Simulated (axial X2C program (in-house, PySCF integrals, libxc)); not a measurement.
**HIrH⁻: properties at the nuclei**

Computed with an in-house all-electron X2C program for linear molecules (integrals from PySCF): two-component X2C with atomic mean-field Coulomb and Gaunt terms, Gaussian nuclei, basis H dyall-v3z, Ir dyall-v3z with contracted cores.

H–Ir–H held linear, with bonds 1.698 and 1.698 Å (near the PBE0 minimum at charge -1 of the determinant lowest at the starting distance; the state shown can have its own minimum elsewhere, held linear; other orders of the atoms were not compared).

Determinant lowest in the PBE0 search, Ω = 4 (⟨Sz⟩ = 0.95, ⟨Lz⟩ = 3.05 at PBE0), spin on the atoms H -0.02, Ir 1.00, H -0.02:

| level | A∥/gI H (MHz) | qzz H (a.u.) | A∥/gI Ir (MHz) | qzz Ir (a.u.) |
| --- | --- | --- | --- | --- |
| PBE0 | 2.56 | 0.11 | 611 | -12.96 |
| HF | 2.09 | 0.11 | 524 | -15.45 |
| PBE | 2.62 | 0.11 | 646 | -11.81 |

A∥ (defined per Ω) follows by multiplying with gI = μI/(I μN); qzz is the electric field gradient, eQq0 = 234.96 MHz × Q/barn × qzz. The operators were transformed with the bare-nucleus X2C matrices; with these basis sets, hyperfine constants and field gradients can be off by tens of per cent, and where levels differ in sign neither size nor sign is settled.

**Question.** With gI(1H) = 5.5857, gI(193Ir) = 0.1091, Q(193Ir) = 0.751 barn (g factors from the IAEA table of nuclear moments by Stone; Q from Pyykkö, Mol. Phys. 2018), turn the PBE0 values of the first state into constants in MHz.

**Answer.** A∥(1H) = 2.56 × 5.5857 = 14.3 MHz; A∥(193Ir) = 611 × 0.1091 = 66.7 MHz; eQq0(193Ir) = 234.96 × (0.751) × (-12.96) = -2290 MHz.

The molecule was held linear; bending was not examined, so a bent shape may lie lower.

Each state is one determinant with collinear spin, which with several unpaired electrons need not be a pure state. Unrestricted Hartree–Fock can overshoot spin polarisation at the nuclei. For an anion, determinants above electron detachment, or with a positive highest level, are held by the basis set. With several open shells hyperfine constants can be off by a factor of several. Open-shell Ω = 0 determinants with evenly filled partner blocks cannot be reached by this program, so the Ω shown need not be the lowest component. States lie within half an eV, so the first need not be the ground state. Further determinants of the search, some of them spin-mixed, are not shown.
